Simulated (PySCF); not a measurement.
**Molecular orbitals of VO**

r²SCANh at R = 1.571 Å; V def2-TZVPP, O def2-TZVPP; no relativity (PySCF 2.14). State: ⁴Σ⁻ (quartet), unpaired electrons σ ↑, δ ↑↑. Only the outer orbitals are listed, counted within each symmetry.

```json
{"spin": "α", "orbital": "7σ", "occ.": "1", "ε (eV)": "-23.52", "on V (%)": "9", "main shells (%)": "91 O s"}
{"spin": "α", "orbital": "8σ", "occ.": "1", "ε (eV)": "-9.12", "on V (%)": "36", "main shells (%)": "59 O p, 34 V d"}
{"spin": "α", "orbital": "3π", "occ.": "1", "ε (eV)": "-8.62", "on V (%)": "30", "main shells (%)": "69 O p, 28 V d"}
{"spin": "α", "orbital": "3π", "occ.": "1", "ε (eV)": "-8.62", "on V (%)": "30", "main shells (%)": "69 O p, 28 V d"}
{"spin": "α", "orbital": "1δ", "occ.": "1", "ε (eV)": "-5.54", "on V (%)": "100", "main shells (%)": "100 V d"}
{"spin": "α", "orbital": "1δ", "occ.": "1", "ε (eV)": "-5.53", "on V (%)": "100", "main shells (%)": "100 V d"}
{"spin": "α", "orbital": "9σ", "occ.": "1", "ε (eV)": "-5.16", "on V (%)": "94", "main shells (%)": "74 V s, 13 V d"}
{"spin": "α", "orbital": "4π", "occ.": "0", "ε (eV)": "-2.53", "on V (%)": "86", "main shells (%)": "55 V d, 31 V p, 14 O p"}
{"spin": "α", "orbital": "4π", "occ.": "0", "ε (eV)": "-2.53", "on V (%)": "86", "main shells (%)": "55 V d, 31 V p, 14 O p"}
{"spin": "α", "orbital": "10σ", "occ.": "0", "ε (eV)": "-1.84", "on V (%)": "79", "main shells (%)": "37 V d, 33 V p, 21 O p"}
{"spin": "β", "orbital": "2π", "occ.": "1", "ε (eV)": "-42.02", "on V (%)": "100", "main shells (%)": "100 V p"}
{"spin": "β", "orbital": "2π", "occ.": "1", "ε (eV)": "-42.02", "on V (%)": "100", "main shells (%)": "100 V p"}
{"spin": "β", "orbital": "7σ", "occ.": "1", "ε (eV)": "-24.13", "on V (%)": "8", "main shells (%)": "92 O s"}
{"spin": "β", "orbital": "8σ", "occ.": "1", "ε (eV)": "-8.99", "on V (%)": "21", "main shells (%)": "76 O p, 18 V d"}
{"spin": "β", "orbital": "3π", "occ.": "1", "ε (eV)": "-8.88", "on V (%)": "17", "main shells (%)": "83 O p, 15 V d"}
{"spin": "β", "orbital": "3π", "occ.": "1", "ε (eV)": "-8.88", "on V (%)": "17", "main shells (%)": "83 O p, 15 V d"}
{"spin": "β", "orbital": "9σ", "occ.": "0", "ε (eV)": "-1.92", "on V (%)": "97", "main shells (%)": "77 V s, 16 V p"}
{"spin": "β", "orbital": "4π", "occ.": "0", "ε (eV)": "-0.72", "on V (%)": "91", "main shells (%)": "69 V d, 22 V p, 9 O p"}
{"spin": "β", "orbital": "4π", "occ.": "0", "ε (eV)": "-0.72", "on V (%)": "91", "main shells (%)": "69 V d, 22 V p, 9 O p"}
```

**Question.** Which are the highest filled and the lowest empty level, where do they sit, and how wide is the gap?

**Answer.** Highest filled α 9σ at -5.16 eV (in %: 74 V s, 13 V d); lowest empty α 4π at -2.53 eV (in %: 55 V d, 31 V p, 14 O p); the gap at r²SCANh is 2.63 eV.

```
bond order (Mayer)                             : 2.31
⟨S²⟩                                           : 3.824
charge on V (Mulliken, basis-dependent)        : 0.49
charge on V (Löwdin, basis-dependent)          : 0.02
dipole moment (positive dipole means V(−)O(+)) : -3.59 D
```

With d or f electrons several states lie close, and the lowest PBE0 determinant need not be the measured ground state.
